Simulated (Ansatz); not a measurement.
The cluster In₂N₃⁻ (the lowest singlet isomer of a short search) was relaxed with PBE0-D4 (def2-SVPD) in Ansatz in these states: charge -1 quintet, charge -1 singlet. The geometries follow in no particular order.

In the def2 sets In takes a core potential; there is no spin–orbit coupling.

A:

```
atom   x (Å)   y (Å)   z (Å)
 In1   0.764   0.699   1.131
 In2   3.201   2.014   0.582
  N3  -1.393  -1.696  -1.603
  N4  -1.186  -0.418   1.561
  N5  -1.386  -0.599  -1.671
```

B:

```xyz
5

In   -0.994    1.072    0.606
In    1.378   -2.010   -1.842
N     1.413   -0.922    0.310
N    -2.258    2.359    1.205
N     0.461   -0.499   -0.279
```

Task: Judge from the bond lengths which geometry belongs to which state (an estimate).

Result: A is the charge -1 quintet (In2–N3 6.297 Å, In2–N5 5.740 Å, In1–N5 3.763 Å); B is the charge -1 singlet (In2–N3 2.412 Å, In2–N5 2.360 Å, In1–N5 2.317 Å).

At PBE0-D4/def2-SVPD the highest occupied level of the charge -1 quintet lies above zero (up to 0.07 eV). It is a level of α spin, whose loss leaves a quartet; that state wasn't run at this geometry and level. The electron is either unbound and held by the finite basis, or the level is raised by self-interaction error. At PBE0-D4/def2-TZVPD a quintet lies 1.49 eV below the charge -1 singlet. These are the stationary points nearest to one start from a short search; other shapes may lie lower in each state. The charge -1 quintet has come apart into loosely held pieces.
